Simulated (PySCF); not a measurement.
C3H8O2Si, SMILES COC[SiH2]C=O. Atoms are numbered in the order given.

```xyz
14

C      2.9083    -0.3130    -0.1987
O      1.5340    -0.4061     0.0759
C      0.9312     0.8240     0.4225
Si    -0.9026     0.4307     0.7242
C     -1.5689    -0.5228    -0.8241
O     -2.7502    -0.6077    -1.0724
H      3.1112     0.3683    -1.0495
H      3.4767     0.0564     0.6783
H      3.2698    -1.3189    -0.4567
H      1.0380     1.5713    -0.3938
H      1.4071     1.2759     1.3189
H     -1.0529    -0.4575     1.9113
H     -1.6982     1.6752     0.9199
H     -0.8091    -1.0192    -1.4930
```

Geometry optimised at B3LYP-D3(BJ)/def2-SVP. The structure was generated by enumeration, and PubChem lists no compound with its InChIKey, so it may never have been made. Other conformers were not sampled.

Level of theory: CAM-B3LYP/def2-TZVP in PySCF.

ESP charges are fitted to the potential on shells at 1.4 to 2.0 van der Waals radii. Atomic charges (e):

```csv
atom,Löwdin,ESP fit
C1,-0.36,-0.35
O2,?,-0.22
C3,-0.46,-0.04
Si4,?,0.19
C5,?,0.36
O6,?,-0.42
H7,0.10,0.13
H8,0.10,0.13
H9,0.11,0.16
H10,0.12,0.07
H11,0.12,0.08
H12,-0.02,-0.05
H13,-0.02,-0.06
H14,?,0.01
```

Some entries are withheld; supply them. (Estimate from the structure and the level; the computed values follow.)


- O2, Löwdin: 0.13
- Si4, Löwdin: 0.36
- C5, Löwdin: -0.39
- O6, Löwdin: 0.11
- H14, Löwdin: 0.10

Give the Mayer and Wiberg (Löwdin basis) orders of the bonds. (Estimate from the structure and the level; the computed values follow.)


```json
[
 {"bond": "C1–O2", "Mayer": "0.97", "Wiberg": "1.52"},
 {"bond": "O2–C3", "Mayer": "0.93", "Wiberg": "1.48"},
 {"bond": "C3–Si4", "Mayer": "0.94", "Wiberg": "1.12"},
 {"bond": "Si4–C5", "Mayer": "0.91", "Wiberg": "1.07"},
 {"bond": "C5–O6", "Mayer": "2.05", "Wiberg": "2.81"},
 {"bond": "C1–H7", "Mayer": "0.97", "Wiberg": "0.93"},
 {"bond": "C1–H8", "Mayer": "0.97", "Wiberg": "0.93"},
 {"bond": "C1–H9", "Mayer": "0.97", "Wiberg": "0.94"},
 {"bond": "C3–H10", "Mayer": "0.94", "Wiberg": "0.88"},
 {"bond": "C3–H11", "Mayer": "0.95", "Wiberg": "0.88"},
 {"bond": "Si4–H12", "Mayer": "0.96", "Wiberg": "0.92"},
 {"bond": "Si4–H13", "Mayer": "0.96", "Wiberg": "0.92"},
 {"bond": "C5–H14", "Mayer": "0.90", "Wiberg": "0.89"}
]
```
